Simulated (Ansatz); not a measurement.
A nudged elastic band was laid between two geometries of CH₄SSeSi (8 atoms, charge 0, multiplicity 1).

The calculation used Ansatz, RKS PBE-D4/def2-SVP.

- movable images: 5
- climbing image: yes
- spring: 5.0 eV/Å²
- optimiser: quadratic models (default)
- start path: through a guess of the saddle point
- force threshold: 0.5 eV/Å
- iteration limit: 60
- end points: relaxed

Initial state:

```xyz
8
Properties=species:S:1:pos:R:3
S -0.033 2.642 -1.043
C -0.121 1.487 0.108
Si 0.129 -0.336 -0.367
Se -0.319 -1.561 1.539
H -0.312 1.769 1.169
H 1.547 -0.529 -0.832
H -0.798 -0.679 -1.500
H 0.000 -2.849 0.871
```

Final state:

```xyz
8
Properties=species:S:1:pos:R:3
S 0.005 2.777 -1.040
C 0.141 1.384 -0.163
Si 0.371 -0.087 -1.318
Se -0.103 -1.978 0.443
H 0.215 1.422 0.950
H -0.650 -1.232 1.614
H -1.118 -0.286 -1.644
H 1.229 -2.058 1.102
```

Task: What changes between the two ends?

Result: Bonds broken: Si3–H6. Bonds formed: Se4–H6.

Task: Give the energies along the band, and the barrier.

Result: The forces met the threshold. The highest image is number 3 of 0 to 6, 204.4 kJ/mol above the first end and 35.7 kJ/mol above the last; the last end lies 168.7 kJ/mol above the first. The threshold of 0.5 eV/Å is loose, so the images may lie well off the minimum-energy path. Neighbouring images differ by up to 1.5 eV, so the band resolves the path poorly. The order of the stationary point at the top wasn't checked. The orbitals stay closed-shell, which can raise the energy where a bond breaks towards radicals; this wasn't checked here.

```tsv
image	path coordinate (Å)	energy (kJ/mol)	Si3–H6 (Å)	Se4–H6 (Å)
0	0.00	0.0	1.51	3.19
1	1.08	2.1	1.51	3.23
2	2.15	59.3	1.51	2.54
3	3.19	204.4	2.01	1.56
4	4.23	177.1	2.93	1.48
5	5.27	171.6	3.16	1.50
6	6.32	168.7	3.31	1.49
```

Task: What is the geometry of the highest image?

Result: 
```xyz
8
Properties=species:S:1:pos:R:3
S -0.463 2.726 -1.106
C -0.069 1.491 -0.102
Si 0.125 -0.150 -0.972
Se 0.010 -1.493 1.374
H 0.292 1.715 0.925
H 1.201 -1.024 0.489
H -1.265 -0.479 -1.460
H 0.262 -2.843 0.797
```

Run time: 65 s on 2 threads of Intel(R) Xeon(R) Platinum 8375C CPU @ 2.90GHz (Ice Lake), on a shared host, peak memory 0.16 GiB.
